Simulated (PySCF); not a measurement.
**Two-component Hartree-Fock for Rb²⁵⁺ (rubidium, charge +25)**

Start: [Ne] 3s2. Calculated with PySCF 2.14 in an uncontracted even-tempered set (18 s from 1.2 bohr⁻², ratio 2.6; 13 p from 1.5 bohr⁻², ratio 2.6; 7 d from 1.5 bohr⁻², ratio 2.8; 4 f from 23 bohr⁻², ratio 2.8): generalised Hartree-Fock with the X2C-1e Hamiltonian and a Gaussian nucleus; spin-orbit coupling (SO) screened by Boettger's factors.

| spinor shell | electrons | ε, screened SO (eV) | weight of nominal j (screened SO) | rms radius, screened SO (bohr) |
| --- | --- | --- | --- | --- |
| 1s1/2 | 2 | -16489.9 | 1.000 | 0.0463 |
| 2s1/2 | 2 | -3247.8 | 1.000 | 0.188 |
| 2p1/2 | 2 | -3053.7 | 1.000 | 0.165 |
| 2p3/2 | 4 | -2990.0 | 1.000 | 0.169 |
| 3s1/2 | 2 | -1237.5 | 1.000 | 0.462 |

```csv
quantity,screened SO
E (hartree),-2560.41665
M_J,0
⟨J²⟩,0.000
⟨L²⟩,0.002
⟨S²⟩,0.002
```

Breit and QED terms are absent; they matter most for the inner s and p1/2 levels.

Densities and radii are taken from the X2C orbitals without a picture-change correction, which distorts them close to the nucleus.
